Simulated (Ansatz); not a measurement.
CH$_{5}$NOSSi (`N[SiH](O)C=S`). The species carries charge 0 and has multiplicity 1.

```xyz
10

N     1.536    0.217   -0.009
Si   -0.027   -0.429   -0.213
O    -0.595   -0.173   -1.734
C    -1.372    0.349    0.851
S    -1.076    0.889    2.340
H     1.682    1.214   -0.014
H     2.162   -0.231    0.641
H     0.082   -1.870    0.137
H     0.000   -0.383   -2.456
H    -2.391    0.418    0.457
```

List the harmonic frequencies (cm⁻¹, unscaled) at PBE0-D4/def2-TZVP in Ansatz. (Estimate.)

Computed: 24i, 133, 175, 248, 273, 313, 380, 453, 639, 696, 764, 813, 828, 895, 921, 960, 1104, 1257, 1583, 2217, 3074, 3600, 3692, 3916.
